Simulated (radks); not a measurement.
Exchange energies: the exact (Fock) value of the Kohn-Sham orbitals and density-functional approximations, as 100 (|E| - |E exact|)/|E exact|, negative where the magnitude is too small. Species: Pb4+ [Xe] 4f14 5d10; Li+ [He]; Cs4+ [Kr] 4d10 5s2 5p3; Ce4+ [Xe]; N4+ [He] 2s1. Calculated with a radial shooting solver on a logarithmic mesh with Libxc functionals: non-relativistic Kohn-Sham, PBE, spin-polarised, spherical densities, point nucleus. Every spin shell is full or empty, so the densities are truly spherical. Functionals are evaluated on that one density, not self-consistently.

functional	Pb4+	Li+	Cs4+	Ce4+	N4+
exact (hartree)	-358.191	-1.63932	-182.902	-198.574	-4.66478
LDA	-3.80	-13.90	-4.70	-4.60	-13.29
revPBE	-0.29	+0.11	-0.30	-0.29	+0.01
PW91	+0.01	-1.06	-0.01	-0.01	-0.99
SOGGA	-1.82	-5.99	-2.22	-2.17	-5.77
EV93	-0.54	+4.64	-0.34	-0.39	+4.34
TPSS	-0.46	+0.36	-0.33	-0.34	+0.36
revTPSS	-0.92	+0.31	-0.94	-0.94	+0.23
SCAN	+0.03	+0.37	+0.14	+0.13	-0.13
Tao-Mo	-0.86	+0.51	-0.83	-0.83	+0.48
